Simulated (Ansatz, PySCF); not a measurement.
Gas-phase reaction in SMILES: [OH][Al] -> [OH][Al] as doublet, charge +1 + e-
Geometries: B3LYP-D3(BJ)/def2-TZVP minima from Ansatz (a quantum-chemistry and plane-wave program).

Property: adiabatic ionisation energy (electronic energy difference), in eV. Valence correlation only, unless marked. Open shells are spin-unrestricted. Spin-orbit coupling is left out. Non-relativistic. CBS(X,Y): correlation extrapolated as X^-3; Hartree-Fock from the larger set.

```tsv
level	program	adiabatic ionisation energy (eV)	minus last row
HF/def2-TZVPD	PySCF	7.79	-1.14
PBE0/STO-3G	Ansatz	4.90	-4.03
M06-2X/def2-TZVPD	PySCF	8.91	-0.02
MP2/def2-TZVPP	Ansatz	8.60	-0.33
CCSD/aug-cc-pV(D+d)Z	Ansatz	8.87	-0.06
CCSD/cc-pV(D+d)Z	Ansatz	8.77	-0.16
CCSD(T)/CBS(aug-cc-pV(T+d)Z,aug-cc-pV(Q+d)Z)	Ansatz	8.93	0.00
```
